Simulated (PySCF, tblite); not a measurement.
A database entry of computed molecular properties. Lists by class give the value and the number of equivalent atoms.

```json
{
 "formula": "C6H5O",
 "smiles": "O=CC#C[C]1CC1",
 "charge": 0,
 "multiplicity": 2,
 "geometry_level": "GFN2-xTB",
 "atoms_angstrom": [
  ["O", 3.686, 1.492, 1.175],
  ["C", 3.18, 0.474, 0.743],
  ["C", 1.815, 0.279, 0.485],
  ["C", 0.61, 0.115, 0.268],
  ["C", -0.672, -0.086, 0.023],
  ["C", -1.728, -0.977, -0.456],
  ["C", -2.044, 0.418, 0.038],
  ["H", 3.795, -0.42, 0.509],
  ["H", -1.783, -1.183, -1.517],
  ["H", -2.002, -1.824, 0.159],
  ["H", -2.319, 1.178, -0.682],
  ["H", -2.537, 0.536, 0.994]
 ],
 "electronic_structure_code": "PySCF",
 "results": {
  "GFN2-xTB geometry": {
   "rotational_constants_GHz": [15.328, 0.992, 0.943]
  },
  "GFN2-xTB harmonic vibrations, gas phase": {
   "strongest_ir_bands_cm-1_km_per_mol_modes": [
    [686.1, 31.0, 1],
    [1000.2, 29.8, 1],
    [1626.5, 287.1, 1],
    [1683.6, 315.9, 1],
    [2141.5, 39.5, 1],
    [2724.9, 142.1, 1]
   ],
   "zpe_kcal_per_mol": 52.9
  },
  "UKS B3LYP, pcH-1 on C H O, non-relativistic, mean-field spin-orbit, GIAO": {
   "g_iso": 2.00434,
   "g_tensor": [2.0021, 2.004, 2.00693],
   "s2": 0.776,
   "a_iso_by_class_MHz": [
    ["13C", 58.8, 1],
    ["13C", -58.7, 1],
    ["1H", 54.2, 2],
    ["1H", 53.6, 2],
    ["13C", 40.5, 1]
   ],
   "spin_populations_mulliken_by_atom": [0.22, -0.07, 0.48, -0.22, 0.59, -0.05, -0.05, 0.0, 0.02, 0.02, 0.02, 0.02]
  }
 }
}
```

The zero-point energy, half the sum of the 30 harmonic wavenumbers, equals 18500 cm⁻¹ or 221 kJ/mol. With B = h/(8π²I), that is 505.379 GHz u Å² over I, the principal moments of inertia are 33.0, 509.7 and 536.1 u Å² (most abundant isotopes); the inertial defect Ic − Ia − Ib is -6.6 u Å² (zero for a rigid planar frame, negative otherwise). ⟨S²⟩ is 0.026 above the pure-spin value S(S + 1) = 0.75. At 9.50 GHz, hν = g·μB·B₀ (B₀ the magnetic field) puts the centre of the isotropic spectrum, to first order, at 338.6 mT. g_iso is shifted by about +2020 ppm from the free-electron value 2.002319; the principal values span 0.0048.

 In GFN2-xTB open shells enter through the occupations alone, without spin polarisation, so single modes can be far off. Hyperfine couplings depend on the geometry, which wasn't re-optimised at a DFT level. The unpaired spin is shared among atoms: the largest Mulliken spin population is 0.59.
